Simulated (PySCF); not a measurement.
A run for PySCF: R-MP2/6-31G* on AlH4NO2 (SMILES [NH2][Al]([OH])[OH]), a point of a torsion scan.

```python
from pyscf import gto, scf, dft, mp
from pyscf.data.elements import chemcore

mol = gto.M(
    atom='''
    N     1.59418553   -0.19606137   -0.01423312
    Al    0.22425638    0.52835589   -0.93327198
    O    -0.65548716    1.76650098   -0.26581415
    O    -0.19714589   -0.01153617   -2.44356405
    H     2.34812857    0.43039297    0.23810175
    H     1.35887750   -0.70354506    0.82907360
    H    -1.37124380    2.37645598   -0.37170926
    H     0.01821936   -0.62948159   -3.12627935
    ''',
    basis='6-31g*',
    cart=True,
    charge=0, spin=0, verbose=3, max_memory=1800)
mf = scf.RHF(mol)
mf.conv_tol = 1e-8
mf.max_cycle = 100
mf.kernel()
if not mf.converged:
    mf = mf.newton().run(mf.mo_coeff, mf.mo_occ)
pt = mp.MP2(mf, frozen=chemcore(mol)).run()
```

Q: Give the final energy of this run.

A: -449.1054 hartree.
